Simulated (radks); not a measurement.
The numbers below are computed, except where a source is named.
The mean radii <r> (bohr) of the occupied orbitals of an atom or ion are listed with their occupations. Level of theory: Dirac Kohn-Sham, PBE, spin-unpolarised, spherical densities, finite nucleus; Fermi nuclear charge, rms radius of each element as measured or else 0.836 A^(1/3) + 0.57 fm (a radial shooting solver on a logarithmic mesh with Libxc functionals).

orbital  occ.      <r>
1s1/2       2  0.01867
2s1/2       2  0.07835
2p1/2       2  0.06487
2p3/2       4  0.07271
3s1/2       2   0.2043
3p1/2       2   0.1943
3p3/2       4   0.2088
3d3/2       4   0.1829
3d5/2       6   0.1874
4s1/2       2   0.4587
4p1/2       2   0.4645
4p3/2       4   0.4975
4d3/2       4   0.5165
4d5/2       6   0.5279
5s1/2       2    1.102
5p1/2       2    1.221
5p3/2       4    1.327
4f5/2       6   0.6339
4f7/2       8   0.6449
6s1/2       1    3.074
5d3/2     1.2    2.060
5d5/2     1.8    2.138

Name the element and its charge. Open shells, if any, are shared by 2j + 1.

Answer. Z = 73, tantalum, charge +1: Ta+ in [Xe] 4f14 5d3 6s1. The 1s radius gives Z: for a bare nucleus <r> = (2 gamma + 1)/(2Z) with gamma = sqrt(1 - (Z/c)^2), 0.01844 bohr for Z = 73, and screening makes it slightly larger (0.01867 here). The occupations add up to 72, and the charge is Z minus that.
